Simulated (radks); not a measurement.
Q: Radial electron density D(r) = 4 pi r^2 rho(r) of an atom or ion with 20 electrons. All-electron calculation, scalar-relativistic Kohn-Sham, r2SCAN, spin-polarised, spherical densities, finite nucleus; meta-GGA in the generalised Kohn-Sham scheme; Fermi nuclear charge, rms radius of each element as measured or else 0.836 A^(1/3) + 0.57 fm. Program: a radial shooting solver on a logarithmic mesh with Libxc functionals.

```
   r/bohr * D(r) (the largest magnitude, 53.3, reaches the edge; | marks zero)
 0.004743 |       *
 0.005348 |        *
 0.006078 |          *
 0.006853 |             *
 0.007726 |               *
 0.008781 |                  *
 0.009901 |                     *
  0.01116 |                        *
  0.01259 |                            *
  0.01431 |                                *
  0.01613 |                                   *
  0.01819 |                                       *
  0.02067 |                                          *
   0.0233 |                                            *
  0.02628 |                                             *
  0.02986 |                                             *
  0.03367 |                                             *
  0.03796 |                                           *
   0.0428 |                                         *
  0.04865 |                                       *
  0.05485 |                                      *
  0.06185 |                                      *
  0.07029 |                                       *
  0.07925 |                                          *
  0.08936 |                                              *
   0.1016 |                                                  *
   0.1145 |                                                     *
   0.1291 |                                                      *
   0.1456 |                                                    *
   0.1654 |                                              *
   0.1865 |                                       *
   0.2103 |                               *
    0.239 |                         *
   0.2695 |                      *
   0.3039 |                      *
   0.3454 |                        *
   0.3894 |                          *
   0.4391 |                          *
    0.495 |                       *
   0.5626 |                  *
   0.6344 |            *
   0.7153 |       *
   0.8129 |   *
   0.9166 | *
    1.033 |*
    1.175 *
    1.324 *
    1.493 *
    1.684 *
```

What is the nuclear charge?

A: Z = 36. The innermost maximum, from 1s, lies near gamma/Z bohr with gamma = sqrt(1 - (Z/c)^2) = 0.965, here 0.0268 bohr (found: 0.0292), and its height grows with Z. The density is that of the krypton ion Kr16+ in [Ar] 3d2; the configuration itself is not fixed sharply by these data, and Z only to about a unit. D(r) has 3 maxima, at r = 0.0292, 0.126, 0.412 bohr, and minima at 0.0594, 0.285 bohr, inside which lie 2.05, 10.66 electrons.
